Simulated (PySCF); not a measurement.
Species: (Cl)3Hf-O-SiH3 (singlet state).
Bonds: Hf1–Cl2, Hf1–Cl3, Hf1–Cl4, Hf1–O5, O5–Si6. Hydrogens: H7, H8, H9 on Si6.

Computed by this run: PBE0-D3(BJ)/def2-SVP geometry optimisation, gas phase, def2 core potentials past Kr in PySCF 2.14.0; density fitting, grid level 1; the optimiser is geomeTRIC in internal coordinates, started from a GFN2-xTB structure with every atom displaced at random (about 0.03 Å).

The end geometry, which sets the zero of energy:
```
atom  x, y, z in Å
Hf1    -0.3625    0.8707    1.4136
Cl2    -2.1913   -0.1844    2.4127
Cl3     1.4065    0.9323    2.9485
Cl4    -0.9917    3.0192    0.7345
O5      0.1385   -0.1163   -0.1383
Si6     0.4642   -0.9668   -1.5487
H7      1.3223   -0.1238   -2.4274
H8     -0.8262   -1.2729   -2.2280
H9      1.1729   -2.2275   -1.1926
```

Question: These geometries come from the run, each turned onto the end geometry. Order them by energy, lowest first.
A.
```
atom  x, y, z in Å
Hf1    -0.3899    0.8542    1.4100
Cl2    -2.2094   -0.1970    2.4391
Cl3     1.4346    0.9411    2.8786
Cl4    -0.9816    3.0304    0.7972
O5      0.0972   -0.0783   -0.1751
Si6     0.4698   -0.9669   -1.5569
H7      1.3563   -0.1418   -2.4171
H8     -0.7977   -1.2905   -2.2643
H9      1.1534   -2.2206   -1.1371
```
B.
```
atom  x, y, z in Å
Hf1    -0.5151    0.4633    1.2179
Cl2    -1.9414    0.5144    3.0062
Cl3     1.4665    0.4693    2.0058
Cl4    -0.8195    2.5384    0.2204
O5     -0.6744   -0.7607   -0.1548
Si6     0.4094   -0.8084   -1.3506
H7      1.1461    0.4768   -1.4152
H8     -0.3092   -1.0815   -2.5803
H9      1.3703   -1.8812   -0.9750
```
C.
```
atom  x, y, z in Å
Hf1    -0.4874    0.8017    1.4011
Cl2    -2.2444    0.0055    2.7363
Cl3     1.5505    0.8067    2.5502
Cl4    -0.9219    2.9558    0.5982
O5     -0.2262   -0.3559   -0.0928
Si6     0.4648   -0.9451   -1.5004
H7      1.3634    0.0969   -2.0741
H8     -0.6252   -1.2699   -2.4611
H9      1.2592   -2.1651   -1.1831
```
D.
```
atom  x, y, z in Å
Hf1    -0.5006    0.7154    1.3778
Cl2    -2.2528    0.1900    2.8402
Cl3     1.6351    0.7208    2.3322
Cl4    -0.9006    2.8282    0.4576
O5     -0.4075   -0.5536   -0.0481
Si6     0.4535   -0.9239   -1.4578
H7      1.2844    0.2702   -1.7943
H8     -0.4997   -1.2170   -2.5623
H9      1.3210   -2.0995   -1.1710
```
E.
```
atom  x, y, z in Å
Hf1    -0.5457    0.5832    1.2791
Cl2    -2.1137    0.4434    3.0186
Cl3     1.6318    0.5288    2.1261
Cl4    -0.8540    2.6706    0.2863
O5     -0.6787   -0.7434   -0.1206
Si6     0.4248   -0.8683   -1.3855
H7      1.1659    0.4270   -1.4915
H8     -0.3015   -1.1584   -2.6536
H9      1.4038   -1.9523   -1.0845
```

Answer: A (0.003 eV), C (0.028 eV), D (0.090 eV), E (0.254 eV), B (1.177 eV).

In the order of the answer:

```
step  E above end (eV)  largest force (eV/Å)  rms force component (eV/Å)  rms distance from end (Å)  rms bond change (Å)  bond most changed (Å)
  15             0.003                  0.23                       0.074                      0.052                0.003          O5–Si6 +0.006
  11             0.028                  0.21                       0.062                      0.310                0.004         Hf1–Cl2 +0.010
   6             0.090                  0.29                       0.083                      0.505                0.006          O5–Si6 +0.014
   2             0.254                  0.51                       0.152                      0.749                0.011          Hf1–O5 +0.027
   0             1.177                  5.19                       1.544                      0.814                0.084         Hf1–Cl3 -0.210
```

The cost below is that of the whole optimisation. On Intel Xeon 6975P-C, one thread, on a shared host, this took 3.1 min of wall time and 0.50 GiB of memory at its peak.
